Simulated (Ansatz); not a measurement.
Ideal-gas functions of `CB1C=N1` at 500 K and 1 bar, from an Ansatz frequency run at PBE0-D4/def2-TZVP.

Molar mass 52.87 g/mol, point group C1 (symmetry number 1), electronic degeneracy 1, moments of inertia 15.721, 86.578, 99.212 u Å². Harmonic wavenumbers (cm⁻¹, unscaled): 34, 306, 331, 709, 825, 857, 938, 976, 1210, 1314, 1426, 1449, 1463, 1665, 3048, 3116, 3143, 3165.

Use S(trans) = R[1.5 ln M + 2.5 ln T − 1.1517]; rotational temperatures θ = 24.2544 K / I; S(rot) = R[ln(√π/σ · √(T³/θAθBθC)) + 1.5]; for each mode x = 1.438777 ν̃/T, S = R[x/(eˣ − 1) − ln(1 − e⁻ˣ)] and H = RT x/(eˣ − 1); 1 cm⁻¹ = 0.0119627 kJ/mol; R = 8.31446 J/(mol·K).

Task: By hand: the entropy, in J/(mol·K).

Result: Translation 169.1. Rotation: θ = 1.5428, 0.2801, 0.2445 K, giving 104.1. Vibration, mode by mode: 27.64, 9.64, 9.03, 3.69, 2.84, 2.64, 2.20, 2.02, 1.18, 0.93, 0.71, 0.67, 0.65, 0.40, 0.01, 0.01, 0.01, 0.01, in all 64.3. Electronic 0.0. Sum 337.5 J/(mol·K).

Task: By hand: H − E and G − E in kJ/mol, counted from the electronic energy.

Result: Zero-point energy ½ × 25975 × 0.0119627 = 155.4; thermal vibration 15.7; translation, rotation and pV give 4 RT = 16.6. H − E = 187.7 kJ/mol, and G − E = 187.7 − 500 × 337.5/1000 = 19.0 kJ/mol.

Vibration gives 19 % of the entropy, 27.6 J/(mol·K) of it from the mode under 150 cm⁻¹: soft modes count most, and the harmonic formula is weakest for them. The sum counts one conformer and one mirror image; others add a mixing term.
